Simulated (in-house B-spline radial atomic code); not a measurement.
# RPA and G0W0 on TPSS: Tl8+

Configuration [Xe] 4f14 5d5, highest spin, mean-field start TPSS. Computed with an all-electron radial atomic-structure program (B-spline basis): all electrons, scalar-relativistic (spin-free one-electron X2C), finite nucleus, each spin shell either full or empty, empty states to l = 9 with an (l + 1/2)⁻⁴ tail; G0W0 by contour deformation at full frequency.

Without the two-electron picture change, the correlation of inner shells comes somewhat too large for so heavy an element.

Command:
```bash
python run_gw.py task.json out
```
Settings (radii: box in bohr, nucleus in fm):
```
Z                        81
electrons                73
configuration            [Xe] 4f14 5d5
hamiltonian              x2c
method                   tpss,tpss
lmax                     9
rms_radius               5.4759
spin_polarised           True
box_radius               7.7
intervals                65
```

Run time, properties included: 4.1 s on 1 thread of Intel(R) Xeon(R) 6975P-C, on a shared host.

Energies (hartree):

```tsv
term	value
mean-field total	-20231.69120
Hartree-Fock functional on these orbitals	-20226.85362
direct second order	-7.4693
second-order exchange	1.8716
SOSEX correction	1.7762
```

Problem. What is the RPA correlation energy, and what remains with SOSEX?

Solution. RPA gives -6.6447 hartree (-2.48 eV per electron); RPA + SOSEX gives -4.8685, and the second-order doubles -5.5977 hartree (no singles). RPA lacks exchange-type terms and so overcorrelates at short range.

Quasi-particle levels (eV):

```
  level  occupied  mean field  Σx - vxc     Σc  QP weight     G0W0
  5d up       yes     -130.17     -9.74      ?          ?        ?
5p down       yes     -193.14    -10.65  -0.57      0.963  -204.36
4f down       yes     -238.23    -26.06   6.87      0.934  -257.41
5d down        no     -124.72     11.20  -3.45      0.971  -116.97
```

G0W0 = mean field + (Σx - vxc) + Σc, with Σc (partial-wave tail included) taken at the quasi-particle energy. Only the outer levels were computed. Levels of low weight are left out.

Problem. Where does G0W0 put 5d up?

Solution. At -140.31 eV, with Σc = -0.40 eV and a quasi-particle weight of 0.971. The tabulated removal energy is 135 ± 2.2 eV (NIST, tabulated theory); the calculation leaves out spin-orbit coupling, Breit and QED terms, and what these don't explain is the method's own error.
